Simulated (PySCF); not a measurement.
C₂H₃Cl₂FSi, SMILES F[Si](C=C)(Cl)Cl. Atoms are numbered in the order given.

```xyz
9

C     -2.7703    -0.2367     0.0000
C     -1.5795    -0.8469     0.0000
Si    -0.0194     0.1215     0.0000
F     -0.3862     1.6931     0.0000
Cl     1.1158    -0.2514     1.6588
Cl     1.1158    -0.2514    -1.6588
H     -2.8562     0.8548     0.0000
H     -3.7082    -0.8020     0.0000
H     -1.5270    -1.9419     0.0000
```
Charge 0, spin multiplicity 1.

The structure is a stationary point at PBE0-D3(BJ)/def2-SVP. Other conformers were not sampled.

These are PBE/def2-TZVP (PySCF) values and carry that method's errors.

ESP charges are fitted to the potential on shells at 1.4 to 2.0 van der Waals radii. Atomic charges (e):

```tsv
atom	Mulliken	ESP fit	IAO	Löwdin
C1	-0.23	-0.27	[?]	-0.17
C2	-0.21	-0.12	[?]	-0.30
Si3	0.67	0.13	1.29	-0.54
F4	-0.26	-0.12	-0.51	0.04
Cl5	-0.18	-0.05	-0.28	0.29
Cl6	-0.18	-0.05	-0.28	0.29
H7	0.15	0.18	0.16	0.13
H8	0.13	0.15	0.16	0.13
H9	0.13	0.15	[?]	0.15
```

### Question
Fill in the missing entries. (Estimate from the structure and the level; the computed values follow.)

### Answer

- C1, IAO: -0.25
- C2, IAO: -0.47
- H9, IAO: 0.17

Computed Mayer and Wiberg (Löwdin basis) orders of the bonds:
```json
[
 {"bond": "C1–C2", "Mayer": "1.90", "Wiberg": "2.19"},
 {"bond": "C2–Si3", "Mayer": "1.02", "Wiberg": "1.13"},
 {"bond": "Si3–F4", "Mayer": "1.17", "Wiberg": "1.72"},
 {"bond": "Si3–Cl5", "Mayer": "1.22", "Wiberg": "1.86"},
 {"bond": "Si3–Cl6", "Mayer": "1.22", "Wiberg": "1.86"},
 {"bond": "C1–H7", "Mayer": "0.94", "Wiberg": "0.88"},
 {"bond": "C1–H8", "Mayer": "0.94", "Wiberg": "0.89"},
 {"bond": "C2–H9", "Mayer": "0.92", "Wiberg": "0.83"}
]
```
